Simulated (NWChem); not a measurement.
SiH₃SCl; SMILES S[SiH2]Cl

```xyz
6

Si    -0.7263     0.0421    -0.0063
S      0.5035    -1.6911    -0.1826
Cl     0.3483     1.8072    -0.1165
H     -1.6591    -0.0244    -1.1599
H     -1.4470     0.0585     1.2942
H      1.1007    -1.5279     1.0189
```
Atoms are numbered in this order, from 1.

Level: PBE0/def2-SVP (NWChem), optimised geometry, unscaled harmonic frequencies. 

**Question.** List the harmonic frequencies with IR intensities, and the thermochemistry.

**Answer.** 
| frequency (cm⁻¹) | IR intensity (km/mol) |
|---|---|
| 162 | 4.8 |
| 226 | 26.5 |
| 494 | 36.1 |
| 509 | 23.7 |
| 579 | 101.1 |
| 698 | 4.3 |
| 805 | 24.3 |
| 881 | 229.1 |
| 926 | 107.0 |
| 2263 | 78.6 |
| 2285 | 84.1 |
| 2714 | 0.9 |

The zero-point energy is 17.9 kcal/mol and the thermal correction to the enthalpy at 298.15 K (with zero-point energy) is 21.6 kcal/mol. The heat capacity Cv is 15.7 cal/(mol K), the entropy at 298.15 K and 1 atm (symmetry number 1) comes out as 72.6 cal/(mol K) and the dipole moment is 1.27 D.

Rigid rotor and harmonic oscillator.
